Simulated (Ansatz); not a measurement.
`F[SiH](Cl)I` + NH₃ → `N[SiH](F)Cl` + HI  (ligand exchange at the Si–I bond)

Computed with Ansatz on PBE0-D4/def2-TZVP structures; ΔE is electronic, products minus reactants. CBS: MP2 limit from def2 TZ/QZ plus the TZ coupled-cluster correction, frozen cores. This one scheme is used for every species. DFT in def2-TZVPP. HSE06 is defined as in plane-wave codes. Elements past krypton have def2 core potentials. For I outer-core shells are correlated without core-valence functions, which leaves a few kJ/mol of doubt a bond. Each species was taken in one conformer, which may not be the lowest.

`F[SiH](Cl)I`:

Cartesian coordinates in Å:
```
F 1.326 -0.117 -0.974
Si 0.142 -0.025 0.075
Cl -0.751 -1.843 0.178
I -1.417 1.657 -0.668
H 0.700 0.328 1.388
```

NH₃:

Cartesian coordinates in Å:
```
N 0.032 -0.185 -0.210
H 0.289 0.752 -0.494
H -0.927 -0.146 0.113
H 0.606 -0.421 0.590
```

`N[SiH](F)Cl`:

Z-matrix (Å, degrees):
```
Si
F 1 1.593
Cl 1 2.039 2 105.8
N 1 1.685 2 114.5 3 -118.7
H 1 1.471 2 106.2 3 118.7
H 4 1.006 1 122.2 2 81.4
H 4 1.006 1 121.7 2 -76.3
```

HI:

Cartesian coordinates in Å:
```
I 0.317 0.625 -0.396
H -0.317 -0.625 0.396
```

| level | ΔE (kcal/mol) |
| --- | --- |
| ωB97M-V | 0.9 |
| r2SCAN | 2.0 |
| r2SCANh | 1.9 |
| HSE06 | 2.6 |
| CCSD/def2-SVP | -1.6 |
| CCSD(T)/def2-TZVPP | 0.3 |
| SCS-MP2/def2-QZVPP | 2.1 |
| MP2/CBS(def2) | 4.3 |

Problem. What does CCSD(T)/CBS give? (An estimate is asked.)

Solution. The calculation gave: +2.4 kcal/mol. The listed levels differ from it by -1.5, -0.4, -0.5, 0.2, -4.0, -2.1, -0.3, 1.9 kcal/mol.

Largest T1 diagnostic among the species: 0.010.

Leaving LDA and LC-ωPBE aside and taking each functional with its dispersion term where it has one, the values, not all of them listed here, spread over 4.6 kcal/mol, from CAM-B3LYP-D4 to PBE-D4. LDA lies −2.6 kcal/mol from PBE without D4. In def2-TZVPP, CCSD(T) changes the Hartree–Fock value by +1.8 kcal/mol (the triples alone add +0.6 kcal/mol) and MP2 by +3.7 kcal/mol.
